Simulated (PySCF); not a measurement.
SCF from a fresh guess for singlet CuH3, at the PBE0 minimum. PySCF input:

```python
from pyscf import gto, scf, dft
mol = gto.M(atom='''
Cu    -0.028470     0.000000     0.000000
H      1.654760    -0.391210     0.000000
H      1.654760     0.391210     0.000000
H     -1.532030    -0.000000     0.000000''',
    basis={'Cu': 'def2-TZVP', 'H': 'def2-TZVP'},
    charge=0, spin=0)
mf = dft.RKS(mol, xc='PBE0')
mf.grids.atom_grid = (50, 194)
aux = {'Cu': 'def2-universal-JKFIT', 'H': 'def2-universal-JKFIT'}
mf = mf.density_fit(auxbasis=aux)
mf.conv_tol = 1e-08
mf.diis_space = 10
mf.max_cycle = 60
mf.init_guess = 'minao'
mf.verbose = 4
mf.kernel()
```

Excerpt of the output (cycles and frontier levels):

```
init E= -1641.45538653429
  HOMO = -0.110856702645217  LUMO = -0.00172258105149847  gap/eV = 2.96969
cycle= 1 E= -1641.00910819187  delta_E= 0.446  |g|= 3.48  |ddm|= 1.56
  HOMO = -0.413275845111052  LUMO = -0.157986775309683  gap/eV = 6.94677
cycle= 2 E= -1638.76095268461  delta_E= 2.25  |g|= 6.36  |ddm|= 3.75
  HOMO = -0.298854546498009  LUMO = -0.0537128161201954  gap/eV = 6.67065
cycle= 3 E= -1641.95333165284  delta_E= -3.19  |g|= 0.793  |ddm|= 2.57
  HOMO = -0.226844326735159  LUMO = -0.0157599162142299  gap/eV = 5.74390
cycle= 4 E= -1642.0199018496  delta_E= -0.0666  |g|=  0.2  |ddm|= 0.654
  HOMO = -0.246290142369864  LUMO = -0.0194128841157859  gap/eV = 6.17364
cycle= 5 E= -1642.02407595486  delta_E= -0.00417  |g|= 0.0118  |ddm|= 0.0956
  HOMO = -0.245023501159401  LUMO = -0.0206161609166156  gap/eV = 6.10643
cycle= 6 E= -1642.02410258967  delta_E= -2.66e-05  |g|= 0.00406  |ddm|= 0.0115
  HOMO = -0.245069919571332  LUMO = -0.0205938256338314  gap/eV = 6.10831
cycle= 7 E= -1642.02410430932  delta_E= -1.72e-06  |g|= 0.00114  |ddm|= 0.00349
  HOMO = -0.245002515979611  LUMO = -0.0205567360052923  gap/eV = 6.10748
cycle= 8 E= -1642.02410442235  delta_E= -1.13e-07  |g|= 0.000197  |ddm|= 0.00045
  HOMO = -0.244995327513789  LUMO = -0.0205527031824353  gap/eV = 6.10739
cycle= 9 E= -1642.02410442638  delta_E= -4.03e-09  |g|= 2.44e-05  |ddm|= 0.00012
  HOMO = -0.244997749204188  LUMO = -0.020554237753851  gap/eV = 6.10742
Extra cycle  E= -1642.02410442596  delta_E= 4.21e-10  |g|= 7.61e-05  |ddm|= 3.4e-05
converged SCF energy = -1642.02410442596
```

No lower solution of this spin was found by a stability analysis within the restricted form, which does not test spin polarisation.

Stability towards spin polarisation was not tested.

The search for the lowest solution, with the stability check, took 2.3 s on 2 threads of a shared Arm Neoverse N1 host, with 63 basis functions; the process peaked at 0.29 GiB.
